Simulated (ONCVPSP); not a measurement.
# An all-electron radial function and its pseudo partner (P (Z = 15))

Columns: radius, all-electron u(r) and pseudo u(r) of the 2s shell (level -197.53 eV) of phosphorus in the configuration [He] 2s2 2p6 3s2 3p1; PBE, scalar-relativistic, ONCV scheme, ONCVPSP 4.0.1.

| r (bohr) | all-electron | pseudo |
| --- | --- | --- |
| 0.053 | -0.6699 | 0.2875 |
| 0.105 | -0.3710 | 0.5552 |
| 0.158 | 0.1742 | 0.8001 |
| 0.210 | 0.6712 | 1.0027 |
| 0.262 | 1.0447 | 1.1609 |
| 0.315 | 1.2878 | 1.2727 |
| 0.368 | 1.4119 | 1.3352 |
| 0.420 | 1.4456 | 1.3521 |
| 0.473 | 1.4157 | 1.3298 |
| 0.525 | 1.3446 | 1.2765 |
| 0.578 | 1.2470 | 1.1986 |
| 0.630 | 1.1381 | 1.1066 |
| 0.683 | 1.0228 | 1.0042 |
| 0.735 | 0.9111 | 0.9010 |
| 0.788 | 0.8026 | 0.7978 |
| 0.840 | 0.7036 | 0.7015 |
| 0.893 | 0.6113 | 0.6106 |
| 0.945 | 0.5298 | 0.5296 |
| 0.998 | 0.4558 | 0.4557 |
| 1.050 | 0.3919 | 0.3918 |
| 1.102 | 0.3358 | 0.3357 |
| 1.155 | 0.2862 | 0.2861 |
| 1.208 | 0.2432 | 0.2432 |
| 1.260 | 0.2070 | 0.2070 |
| 1.313 | 0.1753 | 0.1752 |
| 1.365 | 0.1486 | 0.1486 |

Problem. How many radial nodes do the two functions have?

Solution. The all-electron 2s function has n − l − 1 = 1; the pseudo-wave has 0, since the states of the same l below it are removed with the core.

Problem. At about which radius was the pseudo-wave matched?

Solution. 1.05 bohr. The columns agree to 0.0005 from 0.94 bohr on; several derivatives are matched, so the curves merge somewhat inside the radius.

Problem. Is the pseudo-wave norm-conserving?

Solution. Yes: the ONCV scheme keeps the norm inside the radius equal to the all-electron one, which fixes the energy derivative of the logarithmic derivative at the level.
